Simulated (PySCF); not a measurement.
C2H9OSi4 (doublet state).
Structure used (GFN2-xTB), in Å, numbered top down from 1:
```
atom  x, y, z in Å
C1     1.5614   -0.7623    1.9564
C2     1.4925   -1.1676    0.6973
Si3    0.3285   -0.4054   -0.5690
O4     0.6986   -0.9890   -2.0639
Si5    0.2489    1.9282   -0.7814
Si6   -1.9864    1.7729   -0.1025
Si7   -1.9622   -0.5648   -0.0449
H8     0.9432    0.0450    2.3173
H9     2.2284   -1.2037    2.6814
H10    2.1412   -1.9804    0.3849
H11    0.7754   -1.9225   -2.2400
H12    1.0668    2.6889    0.1829
H13    0.6448    2.5258   -2.0670
H14   -3.0928    2.5548   -0.6928
H15   -2.3099   -1.1160    1.2768
H16   -2.7861   -1.3949   -0.9468
```

The hyperfine couplings belong to this conformer and change with its torsions.

As a line formula: `C=C[Si]1(O)[SiH2][SiH][SiH2]1` [radical].

Theory: UKS B3LYP, pcH-1 on C H O Si, non-relativistic, mean-field spin-orbit, GIAO (PySCF 2.14.0). Isolated species at its GFN2-xTB geometry (one conformer only). The geometry wasn't refined by DFT: couplings that depend on bond lengths, twists or pyramidal angles can differ widely from those at the functional's own minimum, by a factor of two or more for some ions and for spin on atoms past the first row. No stability test was run, so a lower SCF solution isn't excluded.

(1) Where do the isotropic ENDOR lines of H13/H16, H12/H15, H14, H10 and H11 fall at 341.0 mT, to first order?

(2) Which pairs are centred on the nuclear Larmor frequency, and which on half the coupling?

Answers

(1) For S = 1/2 in fast tumbling each set of equivalent nuclei gives two lines, ν± = |νn ± a/2| to first order, with νn = g_N μN B/h and μN/h = 7.62259 MHz/T.

```json
{"nuclei": "H13/H16", "isotope": "1H", "g_N": "5.5857", "νn (MHz)": "14.52", "a_iso (MHz)": "49.96", "lower line (MHz)": "10.46", "upper line (MHz)": "39.50"}
{"nuclei": "H12/H15", "isotope": "1H", "g_N": "5.5857", "νn (MHz)": "14.52", "a_iso (MHz)": "31.45", "lower line (MHz)": "1.21", "upper line (MHz)": "30.24"}
{"nuclei": "H14", "isotope": "1H", "g_N": "5.5857", "νn (MHz)": "14.52", "a_iso (MHz)": "-12.57", "lower line (MHz)": "8.23", "upper line (MHz)": "20.80"}
{"nuclei": "H10", "isotope": "1H", "g_N": "5.5857", "νn (MHz)": "14.52", "a_iso (MHz)": "2.44", "lower line (MHz)": "13.30", "upper line (MHz)": "15.74"}
{"nuclei": "H11", "isotope": "1H", "g_N": "5.5857", "νn (MHz)": "14.52", "a_iso (MHz)": "-0.53", "lower line (MHz)": "14.25", "upper line (MHz)": "14.78"}
```

(2) Centred on νn, since |a| < 2νn: H14, H10 and H11. Centred on |a|/2 and split by 2νn: H13/H16 and H12/H15.

Nuclei that the bonding pattern makes equivalent are averaged, as if the motion that swaps them (rotation, inversion, ring flip) were fast.

The largest Mulliken spin population is on Si6 (+0.94). The angles at Si6 add up to 341.1°, so it is pyramidal.
